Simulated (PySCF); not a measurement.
**Fine-structure interval along the 9-electron series**

Calculated with PySCF 2.14 and a two-component X2C-1e Hamiltonian (Gaussian nucleus, no Breit or QED terms), each ion in its own even-tempered basis scaled to its charge; GMP2 freezes nothing and drops the highest virtual spinors. Values in cm⁻¹.

```json
{"ion": "Tl(72+)", "configuration": "[He] 2s2 2p5", "GHF (screened spin-orbit)": "17246000", "GMP2 (screened spin-orbit)": "17248000", "GHF (bare spin-orbit)": "17750000"}
{"ion": "Pb(73+)", "configuration": "[He] 2s2 2p5", "GHF (screened spin-orbit)": "18274000", "GMP2 (screened spin-orbit)": "18275000", "GHF (bare spin-orbit)": "18803000"}
{"ion": "Bi(74+)", "configuration": "[He] 2s2 2p5", "GHF (screened spin-orbit)": "19353000", "GMP2 (screened spin-orbit)": "19355000", "GHF (bare spin-orbit)": "19909000"}
```

Between Z = 81 and Z = 83 the GHF (bare spin-orbit) value grows as Z to the power 4.71.
